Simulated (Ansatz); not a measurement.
Saddle point of SiNH3Cl4, closed shell (SiCl₄ ([Cl][Si]([Cl])([Cl])[Cl]) + NH₃ → SiNH₂Cl₃ ([NH2][Si]([Cl])([Cl])[Cl]) + HCl; bonds formed: Cl2–H6; dative contacts that become bonds: Si1–N7; bonds broken: Si1–Cl2, H6–N7), PBE0-D4/def2-TZVP structure:

| atom | x (Å) | y (Å) | z (Å) |
| --- | --- | --- | --- |
| Si1 | -0.7098 | -0.4555 | -0.1564 |
| Cl2 | 1.3869 | 0.2038 | -2.0003 |
| Cl3 | -0.1745 | -2.3475 | -0.5640 |
| Cl4 | -1.9000 | -0.6404 | 1.5248 |
| Cl5 | -1.8611 | 0.5799 | -1.4354 |
| H6 | 1.2690 | 0.6420 | -0.2968 |
| N7 | 0.6242 | 0.5398 | 0.6064 |
| H8 | 0.2829 | 1.4331 | 0.9538 |
| H9 | 1.0824 | 0.0445 | 1.3680 |

Energies are electronic, without zero-point energy. Barriers and step energies count from the start structure reached by relaxing down the imaginary mode; all methods use the PBE0-D4 structures, on which another method's saddle can fall below an end. Ansatz 0.2.0; basis: def2-TZVPP, with def2-QZVPP for the basis limit; cores frozen in the correlated methods. B3LYP uses VWN-RPA correlation. Extrapolation: Hartree–Fock as exp(−7.88 √X), correlation as X^−2.97.

```
      method  barrier (kJ/mol)  step energy (kJ/mol)
       SPW92                 ?                  36.6
      PBE-D4                 ?                  21.1
     BLYP-D4              75.4                   5.9
   r2SCAN-D4              83.6                  20.1
      B97M-V              93.4                  18.8
     PBE0-D4                 ?                  22.0
    B3LYP-D4              80.7                   7.5
  r2SCAN0-D4              88.0                  21.1
    BHLYP-D4              88.0                   9.2
CAM-B3LYP-D4              83.9                   7.4
     wB97X-V              92.4                  19.4
     wB97M-V              91.6                  23.1
      B2PLYP              86.3                   7.6
    PBE-QIDH              93.0                  22.7
  RPA on PBE              96.2                  10.1
          HF              92.6                 -13.1
         MP2              95.4                  19.9
        CCSD              95.8                   8.5
     CCSD(T)              94.6                  12.7
```

Task: Fill in the withheld barriers. (To be estimated.)

Result: Computed: PBE-D4 79.4; PBE0-D4 86.0; SPW92 74.8 kJ/mol. Each is the energy of the saddle less that of the start structure, by the same method.

For comparison, the barrier by CCSD(T) at an estimated basis limit (MP2 extrapolated from triple and quadruple zeta, plus CCSD(T) − MP2 in triple zeta) is 92.5 kJ/mol.

T1 diagnostic: at most 0.010.

The step is the kind of exchange with an N–H group that builds nitride films in atomic layer and chemical vapour deposition.

Labels in which every atom is bracketed show which atoms are joined, not bond orders.

For scale, one of the runs: CCSD(T)/def2-TZVPP, 283 basis functions, launched by `ansatz run in.yaml --threads 8 --pin off --events-out ev --progress --plain --max-ram 19148MiB`. Hardware: 8 CPU threads of an Intel Xeon, shared host. Wall time 3.9 min; peak host memory 7.5 GiB.
